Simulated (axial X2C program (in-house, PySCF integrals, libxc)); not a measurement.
Potential curves of AlMn, 2c

All values were computed with an in-house relativistic program for diatomic molecules. Two-component (2c) means X2C with spin–orbit coupling and atomic mean-field two-electron Coulomb and Gaunt terms. Basis: Mn dyall-cv3z [9s10p6d3f2g], Al dyall-v3z [8s8p2d1f] (cores contracted in-house); Gaussian nuclei, density fitting, unrestricted open shells. Masses: Mn 54.938 u, Al 26.982 u.

State: Ω = 3 (⟨Sz⟩ = 2.00, ⟨Lz⟩ = 1.00 at HF). Energies in eV from the fragments at the same level (Mn + Al). Fits are polynomials in 1 − R0/R over 0.85 to 1.23 times the lowest point R0.

```
 R (Å)       HF
2.3333   0.6712
2.5211   0.1668
2.6015   0.0444
2.6820  -0.0381
2.7759  -0.0953
2.8697  -0.1213
2.9904  -0.1236
3.1379  -0.0991
3.3525  -0.0463
```

The state is one determinant whose occupation by symmetry is held fixed; it was picked as the lowest of a PBE0 search that is not exhaustive. De is counted from the lowest determinant-based energies of the atoms at the same level, without counterpoise correction. PBE0 can misorder states that lie within some tenths of an eV, so this need not be the ground state of the molecule. The nearest other spin-free determinant of the search, M_S = 3, Λ = 1, lies 0.26 eV up at the distance of the search. The atomic limit has a lower orbital projection than the molecule and lies lower at mean-field level, so De may be about a tenth of an eV too small. With several unpaired electrons one determinant need not be a pure state. A state of lower Ω lies just above, and one determinant can place such states too high, so the state shown need not be the lowest. The search has Ω = 1 only 0.01 eV up. Open-shell Ω = 0 determinants with evenly filled partner blocks cannot be reached by this program, so the Ω shown need not be the lowest component. Some points did not converge and are left out. The determinant is spin-polarised beyond a pure state at some levels (its spin-free form has ⟨S²⟩ too high), which makes Re and μ there less reliable.

**Question.** What are Re, ωe and De at the HF level?

**Answer.** At HF, 2c: Re = 2.938 Å, ωe ≈ 166 cm⁻¹, De = 0.13 eV to Mn + Al; Be follows as 0.108 cm⁻¹.
